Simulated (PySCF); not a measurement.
Rows and methods have been separated. Pair them.

Species: C₅H₆F₂.
Cartesian coordinates in Å at the PBE0-D3(BJ)/def2-SVP level; atoms count from 1:
```xyz
13
C5H6F2 angstrom
C      2.7028    0.4368    0.3693
C      1.3445    0.0150    0.0820
C      0.2142   -0.3408   -0.1652
C     -1.1737   -0.7335   -0.4472
C     -2.1970    0.2663    0.0320
F     -1.3257   -0.9147   -1.7877
F     -1.4270   -1.9402    0.1300
H      3.1801    0.8545   -0.5305
H      3.3132   -0.4122    0.7140
H      2.7198    1.2096    1.1531
H     -2.1141    0.3971    1.1185
H     -3.1976   -0.1134   -0.2176
H     -2.0370    1.2324   -0.4640
```

The closed-shell ground state was solved 6 times with PySCF (density fitting, gas phase), always with PBE0, in these basis sets: 6-311+G(2d,p), STO-3G, aug-cc-pVDZ, cc-pVDZ, def2-TZVP and pcSseg-0.

```csv
row,total energy (Eh),HOMO (eV),LUMO (eV),dipole (D)
P,-393.3634,-7.83,0.77,2.83
Q,-388.1216,-5.40,4.42,1.55
R,-393.5033,-7.98,0.51,2.97
S,-392.4531,-8.26,0.55,3.26
T,-393.4661,-8.02,0.20,3.08
U,-393.3922,-7.99,-0.19,3.03
```

Question: Which basis belongs to which row?

Answer: P = cc-pVDZ, Q = STO-3G, R = def2-TZVP, S = pcSseg-0, T = 6-311+G(2d,p), U = aug-cc-pVDZ. From the lowest total energy up: def2-TZVP (253 functions) 0 eV; 6-311+G(2d,p) (225 functions) +1.01 eV; aug-cc-pVDZ (215 functions) +3.02 eV; cc-pVDZ (128 functions) +3.81 eV; pcSseg-0 (75 functions) +28.58 eV; STO-3G (41 functions) +146.44 eV.
